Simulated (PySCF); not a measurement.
**From a computed spectrum to the compound**

A species of 3 atoms with charge 2 has these harmonic modes (PBE0, small Gaussian bases with core potentials, PySCF 2.14.0):

| cm⁻¹ | km/mol | symmetry |
| --- | --- | --- |
| 187 | 6.4 | σ+ |
| 227 | 0.1 | π |
| 227 | 0.1 | π |
| 2392 | 14.7 | σ+ |

Which species is it, and in which structure?

[Yb(CO)]2+ (singlet in the valence; each metal's 4f electrons, 14 of them, lie in its core potential, out of spins and levels):
```xyz
3

Yb    0.0000    0.0000   -0.4691
C     0.0000    0.0000    2.2780
O     0.0000    0.0000    3.3927
```
Ideal gas at 298.15 K and 1 bar: S = 276.6 J/(mol K), Cp = 52.0 J/(mol K), H − H(0 K) = 12.9 kJ/mol (rigid rotor, harmonic modes, spin degeneracy alone, that of the 4f electrons in the core included). An lcecp potential fixes the number of 4f electrons, so in runs with it no electron can move into or out of that shell.
 The answer isn't unique; the calculation gave this one.
